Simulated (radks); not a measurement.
Coulomb parameter of the 3d shell of the vanadium ion V+ in the model configuration [Ar] 3d3 4p1, as a second difference U = [E(n + 0.25) + E(n - 0.25) - 2 E(n)] / (0.25)^2 with all orbitals relaxed. "Bare": the charge of the atom changes with n. "Screened": the 4p shell takes up the change at fixed total charge, which measures U(3d,3d) + U(4p,4p) - 2 U(3d,4p). Calculated with a radial shooting solver on a logarithmic mesh with Libxc functionals: Dirac Kohn-Sham, PBE, spin-unpolarised, spherical densities, finite nucleus; open shells are shared between the two j in proportion to 2j + 1; Fermi nuclear charge, rms radius 3.6002 fm.

case                 configuration  E - E(n) (eV)
start                 [Ar] 3d3 4p1          0.000
bare +0.25         [Ar] 3d3.25 4p1         -3.078
bare -0.25         [Ar] 3d2.75 4p1          3.845
screened +0.25  [Ar] 3d3.25 4p0.75         -1.469
screened -0.25  [Ar] 3d2.75 4p1.25          1.704

U(bare) = 12.269 eV, U(screened by 4p) = 3.758 eV.
